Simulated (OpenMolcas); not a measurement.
# Cr2+, Mo2+, W2+: d4 down the group

- Program: OpenMolcas 26.06
- Method: CASSCF
- Basis: ANO-RCC-VTZP
- Scalar Hamiltonian: DKH2, point nucleus
- Spin-orbit coupling: RASSI with atomic mean-field integrals over the reference wave functions, term energies averaged over their components

Active space for each ion: 4 electrons in 6 orbitals (d s).

Computed levels in cm-1 above 5D0:

```json
{"Level": "5D1", "Cr2+": "69.6", "Mo2+": "233", "W2+": "2074"}
{"Level": "5D2", "Cr2+": "207", "Mo2+": "658", "W2+": "4322"}
{"Level": "5D3", "Cr2+": "407", "Mo2+": "1228", "W2+": "6303"}
{"Level": "5D4", "Cr2+": "666", "Mo2+": "1909", "W2+": "7982"}
{"Level": "3H4", "Cr2+": "21188", "Mo2+": "16154", "W2+": "16564"}
{"Level": "3H5", "Cr2+": "21333", "Mo2+": "16682", "W2+": "19647"}
{"Level": "3H6", "Cr2+": "21499", "Mo2+": "17190", "W2+": "21593"}
{"Level": "3G4", "Cr2+": "26933", "Mo2+": "20875", "W2+": "24162"}
{"Level": "3G5", "Cr2+": "27094", "Mo2+": "21258", "W2+": "26498"}
{"Level": "weight of 5D in the lowest level (%)", "Cr2+": "100", "Mo2+": "99", "W2+": "73"}
```

Mixed levels, with the weight of the term that names them: W2+ 5D0 (73 %), W2+ 3H4 (51 %), W2+ 3H5 (56 %), W2+ 3G4 (56 %), W2+ 3G5 (72 %).

Measured, with the error of the calculation in %. Measured levels: Cr2+ from Sugar and Corliss, J. Phys. Chem. Ref. Data 6, 317 (1977); Mo2+ from Sugar and Musgrove, J. Phys. Chem. Ref. Data 17, 155 (1988); W2+ from NIST levels as listed in McCann et al., Mon. Not. R. Astron. Soc. 538, 537 (2025).

```csv
Level,Cr2+,Mo2+,W2+
5D1,62.2 (+11.9),242 (-3.8),2256 (-8.1)
5D2,183 (+12.8),668 (-1.6),4461 (-3.1)
5D3,357 (+14.1),1224 (+0.4),6278 (+0.4)
5D4,576 (+15.6),1872 (+1.9),7687 (+3.8)
3H4,17274 (+22.7),12680 (+27.4),
3H5,17397 (+22.6),13276 (+25.7),
3H6,17531 (+22.6),13811 (+24.5),
3G4,20853 (+29.2),16283 (+28.2),
3G5,20996 (+29.0),16714 (+27.2),
```

The fine-structure level 5D4 changes by a factor of 12 from Cr2+ to W2+.

Without spin-orbit coupling 3H lies 20964, 15634, 14220 cm-1 above 5D in that order; the difference to the level 3H4, of either sign, comes from spin-orbit coupling, which also lowers the zero.

Without dynamic correlation excited terms often stand tens of per cent too high (terms of higher spin than the ground term too low), and those without a measured partner can miss by more than the paired ones. Terms from blocks run as CI alone lack orbitals of their own. Some levels mix across a computed gap that differs much from the measured one, so their mixing is not that of the real levels (holds for Mo2+). Configurations are named by rounded mean occupations; where the s occupation lies near a half they are strongly mixed, a name can repeat and a true partner stay unpaired (holds for Mo2+; W2+). Some high roots are left out of the spin-orbit mixing, which shifts the levels that they would mix with (holds for W2+). Measured partners are found by configuration, term and J. A level has none where our copy of the source lacks it or the pairing is in doubt (some pairs that miss far off the trend of their configuration count as doubtful), and it then counts in no deviation. Only configurations of the active space appear.
